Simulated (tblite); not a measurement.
Compound: C₄H₁₅AsOSi₂.
SMILES with atom numbers: `[CH3:1][CH2:2][CH2:3][Si@@H:4]([O:5][CH3:6])[AsH:7][SiH3:8]` (hydrogens: H9, H10, H11 on C1; H12, H13 on C2; H14, H15 on C3; H16 on Si4; H17, H18, H19 on C6; H20 on As7; H21, H22, H23 on Si8)

Computed with GFN2-xTB (tblite), gas phase: L-BFGS steps from a force-field or distance-geometry start until the largest atomic force falls under 0.01 eV/Å.

Geometry at step 11:
```
atom  x, y, z in Å
C1     -2.5731   -1.9793    0.8920
C2     -1.4456   -0.9547    0.9347
C3     -1.1548   -0.3728   -0.4408
Si4     0.2902    0.8516   -0.4244
O5     -0.1459    2.1610    0.4496
C6      0.6015    3.3239    0.3084
As7     2.2094   -0.1218    0.4685
Si8     2.4661   -1.4374   -1.4190
H9     -2.3151   -2.8095    0.2379
H10    -2.7781   -2.3758    1.8829
H11    -3.4842   -1.5212    0.5134
H12    -1.7113   -0.1438    1.6192
H13    -0.5313   -1.4307    1.3160
H14    -0.8599   -1.1775   -1.1201
H15    -2.0620    0.0805   -0.8405
H16     0.4466    1.3664   -1.8162
H17     1.6600    3.1379    0.5155
H18     0.2213    4.0522    1.0148
H19     0.5166    3.7182   -0.7065
H20     3.0901    0.9555   -0.1189
H21     1.4761   -2.5198   -1.4282
H22     3.7918   -2.0626   -1.4737
H23     2.2866   -0.7132   -2.6846
```

Task: What forces act on the atoms?

Result: 
| atom | Fx (eV/Å) | Fy (eV/Å) | Fz (eV/Å) |
| --- | --- | --- | --- |
| C1 | 0.000 | 0.000 | 0.018 |
| C2 | 0.028 | 0.003 | -0.013 |
| C3 | 0.023 | 0.039 | 0.028 |
| Si4 | 0.034 | -0.007 | -0.189 |
| O5 | -0.040 | -0.063 | -0.079 |
| C6 | -0.018 | 0.086 | 0.087 |
| As7 | -0.112 | 0.060 | -0.121 |
| Si8 | 0.047 | -0.066 | -0.051 |
| H9 | 0.032 | 0.003 | -0.015 |
| H10 | 0.011 | -0.011 | 0.048 |
| H11 | -0.009 | 0.018 | -0.004 |
| H12 | 0.008 | -0.056 | -0.042 |
| H13 | -0.037 | -0.004 | 0.029 |
| H14 | -0.128 | 0.036 | 0.039 |
| H15 | 0.066 | -0.028 | 0.002 |
| H16 | 0.001 | -0.113 | 0.039 |
| H17 | 0.058 | -0.018 | 0.037 |
| H18 | -0.038 | 0.182 | 0.116 |
| H19 | -0.006 | 0.023 | -0.004 |
| H20 | 0.018 | -0.011 | 0.056 |
| H21 | -0.025 | -0.056 | 0.034 |
| H22 | 0.062 | -0.022 | 0.015 |
| H23 | 0.024 | 0.003 | -0.029 |

The largest, 0.22 eV/Å, acts on H18; the rms over all components is 0.057 eV/Å. The forces sum to zero within rounding, as they must for an isolated molecule in no field.

Task: Give the force on H18 in Eh/bohr and in nN.

Result: 0.219 eV/Å ÷ 51.422 = 0.00426 Eh/bohr, and 0.219 eV/Å × 1.602 = 0.35 nN.

Task: How far is this geometry from the end of the optimisation?

Result: 0.113 eV above it, and 0.360 Å rms away after alignment. The bonds farthest from their final lengths, with half the difference of the two atoms' forces along the bond (positive lengthens):

```csv
bond,now (Å),final (Å),force along bond (eV/Å)
Si4–H16,1.492,1.482,-0.13
C6–H18,1.084,1.090,+0.05
C6–H17,1.094,1.098,+0.04
Si8–H22,1.467,1.470,0.00
C3–Si4,1.894,1.897,-0.01
C3–H14,1.094,1.091,-0.02
```

The angle farthest from its final value is Si4–O5–C6, 118.2° against 125.2°.

What follows is the cost of the whole relaxation. The run took 1.3 s on an Arm Neoverse V2 with one thread, no GPU, on a shared host.
